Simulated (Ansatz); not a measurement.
Energy needed to pull apart ZnCl (SMILES [Cl][Zn]), doublet, into free ground-state atoms, from the structure below (displaced at random from a GFN2-xTB minimum); no zero-point or spin–orbit terms; open-shell atoms are treated unrestricted, in their ground-state multiplicity.

```
2
angstrom
Cl -0.8884 0.2683 -0.5117
Zn 0.9644 -0.3493 0.4525
```

Ansatz 0.2.0; basis: def2-TZVPP; cores frozen in the correlated methods; orbitals are unrestricted. The 3s and 3p shells of Cu and Zn are frozen; filled d shells are correlated.

| method | atomization energy (kcal/mol) |
| --- | --- |
| PBE-D4 | 53.2 |
| r2SCAN-D4 | 57.7 |
| PBE0-D4 | 54.8 |
| r2SCANh-D4 | 57.4 |
| HSE06-D4 | 54.9 |
| wB97M-V | 52.5 |
| HF | ? |
| MP2 | 55.9 |
| CCSD | ? |
| CCSD(T) | 49.2 |

Q: What does HF give? (To be estimated.)

A: By the calculation: 45.8 kcal/mol, which is about 3.4 kcal/mol less than CCSD(T)/def2-TZVPP.

Q: What does CCSD give? (An estimate is asked for; the value comes from the calculation.)

A: By the calculation: 48.2 kcal/mol, which is about 1.0 kcal/mol less than CCSD(T)/def2-TZVPP.

In triple zeta the MP2 and coupled-cluster atomization energies are still short of their basis limit by a few kcal/mol a bond, whereas those of the functionals are nearly converged, so these differences are not deviations from converged CCSD(T).

No T1 diagnostic of these runs exceeds 0.017. ⟨S²⟩ of the unrestricted Hartree–Fock references: 0.75 (a pure state has 0.75).

For scale, one of the runs: CCSD(T)/def2-TZVPP forces, 106 basis functions (an equivalent command: `ansatz run in.yaml --threads 4`). Time: 56 s of wall clock on 4 CPU threads; the host was shared. Peak host memory: 1.1 GiB.
